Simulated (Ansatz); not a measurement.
A nudged elastic band was laid between two geometries of H2S + H9N3Si2 (17 atoms, charge 0, multiplicity 1).

These are results of Ansatz 0.2.0, RKS BLYP/6-31G*, not measurements.

```json
{"movable images": "5", "climbing image": "yes", "spring": "5.0 eV/Å²", "optimiser": "quadratic models (default)", "start path": "through a guess of the saddle point", "force threshold": "0.03 eV/Å", "iteration limit": "60", "end points": "relaxed"}
```

First end point:

```xyz
17
Properties=species:S:1:pos:R:3
Si -0.086 0.230 0.110
Si -0.270 0.478 2.462
H -1.660 0.145 2.935
H 0.671 -0.399 3.237
H -0.001 1.895 2.872
N 1.606 0.339 -0.291
H 2.250 -0.307 0.171
H 1.848 0.429 -1.281
N -0.817 1.456 -0.912
H -1.838 1.495 -0.959
H -0.437 2.405 -0.865
N -0.852 -1.335 -0.235
H -1.671 -1.599 0.322
H -1.035 -1.553 -1.222
S 1.744 -3.637 0.331
H 0.651 -2.808 0.153
H 1.422 -3.900 1.629
```

Last end point:

```xyz
17
Properties=species:S:1:pos:R:3
Si 0.471 -0.651 -0.935
Si -0.481 0.204 4.082
H -1.413 1.004 3.225
H -0.875 0.378 5.515
H 0.917 0.689 3.883
N 1.619 0.255 -1.884
H 2.331 -0.246 -2.418
H 1.280 1.069 -2.401
N -0.375 0.581 -0.045
H -1.158 0.300 0.549
H 0.177 1.311 0.408
N -0.832 -1.636 -1.569
H -0.582 -2.491 -2.070
H -1.584 -1.145 -2.061
S 1.804 -2.097 0.044
H 0.812 -2.950 0.426
H -0.582 -1.239 3.708
```

**Question.** Which bonds break or form, and what moves?

**Answer.** Bonds broken: Si1–Si2, S15–H17. Bonds formed: Si1–S15, Si2–H17. H2S + H9N3Si2 becomes H4Si + H7N3SSi.

**Question.** What energy profile does the band end with?

**Answer.** The forces met the threshold. The highest image is number 3 of 0 to 6, 1.78 eV above the first end and 2.49 eV above the last; the last end lies 0.71 eV below the first. Neighbouring images differ by up to 1.9 eV, so the band resolves the path poorly. A vibrational analysis at the climbing image gives one clearly imaginary mode, 769i cm⁻¹: a first-order saddle point. The orbitals stay closed-shell, which can raise the energy where a bond breaks towards radicals; this wasn't checked here.

| image | path coordinate (Å) | energy (eV) | Si1–Si2 (Å) | S15–H17 (Å) | Si1–S15 (Å) |
| --- | --- | --- | --- | --- | --- |
| 0 | 0.00 | 0.00 | 2.37 | 1.36 | 4.28 |
| 1 | 1.97 | 0.07 | 2.37 | 1.36 | 4.20 |
| 2 | 3.95 | 0.33 | 2.38 | 1.37 | 3.87 |
| 3 | 5.92 | 1.78 | 2.68 | 1.88 | 2.84 |
| 4 | 8.13 | -0.16 | 3.76 | 2.50 | 2.25 |
| 5 | 10.33 | -0.69 | 4.69 | 3.31 | 2.20 |
| 6 | 12.54 | -0.71 | 5.18 | 4.46 | 2.20 |

**Question.** What is the geometry of the highest image?

**Answer.** 
```xyz
17
Properties=species:S:1:pos:R:3:forces:R:3
Si 0.148 -0.345 -0.117 -0.01 0.00 0.00
Si -0.164 0.105 2.508 0.00 0.00 0.00
H -1.651 0.276 2.515 0.00 0.00 0.00
H 0.213 -0.700 3.715 0.00 0.00 0.00
H 0.516 1.435 2.599 0.00 0.00 0.00
N 1.740 0.072 -0.643 0.01 0.00 -0.01
H 2.438 -0.657 -0.788 0.00 0.00 0.00
H 1.823 0.835 -1.318 0.00 0.00 0.00
N -0.701 1.184 -0.320 0.00 0.00 0.00
H -1.692 1.232 -0.072 0.00 0.00 0.00
H -0.234 2.049 -0.041 0.00 0.00 0.00
N -1.032 -1.474 -0.699 0.01 0.00 -0.01
H -0.726 -2.429 -0.884 0.00 0.00 0.00
H -1.657 -1.123 -1.430 0.00 0.00 0.00
S 1.515 -2.632 0.860 0.00 0.00 0.00
H 0.410 -3.389 1.122 0.00 0.00 0.00
H 0.582 -1.108 1.450 0.00 0.00 0.00
```

The run took 9.4 min on 4 threads of Arm Neoverse V1, on a shared host, peak memory 0.2 GiB.
